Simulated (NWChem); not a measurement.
C4H3Br; SMILES C#CC(=C)Br

Results from NWChem. Geometry: optimised at PBE0/def2-SVP. Level: M05-2X/def2-SVP with SMD (1 M gas to 1 M solution), gas-phase geometry.

Problem. Order these by “solvation free energy (kcal/mol)”, lowest first: 1,4-dioxane; toluene; water.

Solution. toluene (-4.3), 1,4-dioxane (-2.1), water (-0.8)
